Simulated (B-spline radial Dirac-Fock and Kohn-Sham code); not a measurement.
**Auger parameter of erbium: the L3 level and its strongest L3-MM line**

Model: Dirac-Fock energy differences between relaxed states, corrected for Breit and QED terms. Program: an atomic code on a B-spline grid. The modified Auger parameter α′ is the binding energy plus the kinetic energy of the Auger electron; it does not depend on the energy zero. For free ions it tends to fall with charge, since less charge screens the final holes.

```
            species           configuration  binding 2p3/2 (eV)  Auger line  kinetic (eV)  α′ (eV)
                 Er           [Xe] 4f12 6s2              8357.5    M4M5 J=4        5430.9  13788.5
                 Er       [Xe] 4f11 6s2 6p1              8370.2    M4M5 J=4        5414.2  13784.4
                 Er       [Xe] 4f12 6s1 6p1              8358.9    M4M5 J=4        5429.7  13788.6
                Er⁺           [Xe] 4f12 6s1              8364.7    M4M5 J=4        5422.4  13787.1
                Er⁺           [Xe] 4f11 6s2              8376.5    M4M5 J=4        5406.6  13783.1
 Er⁺ (Watson 1.6 Å)           [Xe] 4f12 6s1              8356.8    M4M5 J=4        5430.8  13787.6
 Er⁺ (Watson 2.4 Å)           [Xe] 4f12 6s1              8359.0    M4M5 J=4        5428.3  13787.3
               Er²⁺               [Xe] 4f12              8373.1    M4M5 J=4        5412.9  13786.0
Er²⁺ (Watson 2.2 Å)               [Xe] 4f12              8360.0    M4M5 J=4        5426.0  13786.0
               Er³⁺               [Xe] 4f11              8394.6    M4M5 J=4        5386.4  13781.0
Er³⁺ (Watson 2.7 Å)               [Xe] 4f11              8378.6    M4M5 J=4        5402.4  13781.0
               Er⁴⁺               [Xe] 4f10              8418.8    M4M5 J=4        5357.4  13776.2
               Er⁵⁺  [Kr] 4d10 4f10 5s2 5p5              8437.5    M4M5 J=4        5338.2  13775.7
               Er⁶⁺  [Kr] 4d10 4f10 5s2 5p4              8457.0    M4M5 J=4        5318.3  13775.3
               Er⁷⁺  [Kr] 4d10 4f10 5s2 5p3              8477.4    M4M5 J=4        5297.7  13775.1
```

Values without a named source are computed, but for edge energies of neutral atoms, which are taken from tables.
